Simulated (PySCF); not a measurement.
## Worked example: dipole moment from atomic charges

Cl2GeH4OSi, SMILES O[Si](Cl)(Cl)[GeH3]. Atoms are numbered in the order given.

```xyz
9

O      0.7859     1.9517     0.0000
Si     0.5273     0.3238     0.0000
Cl     1.4186    -0.5342    -1.6517
Cl     1.4186    -0.5342     1.6517
Ge    -1.7747    -0.1126     0.0000
H      1.6954     2.2726     0.0000
H     -2.4171     0.4896     1.2556
H     -1.9739    -1.6333     0.0000
H     -2.4171     0.4896    -1.2556
```

The structure is a stationary point at ωB97X-D3(BJ)/def2-SVP. The structure was generated by enumeration, and PubChem lists no compound with its InChIKey, so it may never have been made. One conformer was computed; it need not be the lowest.

Charges (e) from HF/def2-TZVP (PySCF):

```json
[
 {"atom": "O1", "ESP fit": "-0.609", "Mulliken": "-0.637"},
 {"atom": "Si2", "ESP fit": "0.379", "Mulliken": "0.812"},
 {"atom": "Cl3", "ESP fit": "-0.156", "Mulliken": "-0.294"},
 {"atom": "Cl4", "ESP fit": "-0.156", "Mulliken": "-0.294"},
 {"atom": "Ge5", "ESP fit": "0.248", "Mulliken": "0.047"},
 {"atom": "H6", "ESP fit": "0.454", "Mulliken": "0.355"},
 {"atom": "H7", "ESP fit": "-0.044", "Mulliken": "0.002"},
 {"atom": "H8", "ESP fit": "-0.073", "Mulliken": "0.005"},
 {"atom": "H9", "ESP fit": "-0.044", "Mulliken": "0.002"}
]
```

The dipole moment of the full density is 0.86 D.

Question: What dipole moment does each set of point charges give, and which comes closer to that of the density?

Answer: 
μ = Σ q r, and 1 e Å = 4.8032 D.
ESP fit: Σ q r = (-0.035, 0.181, 0.000) e Å, |μ| = 0.88 D.
Mulliken: Σ q r = (-0.408, 0.129, 0.000) e Å, |μ| = 2.05 D.
ESP fit comes closer in size. Point charges leave out the atoms' own dipoles (lone pairs, polarised bonds); fits to the potential absorb them, partitions of the density don't.
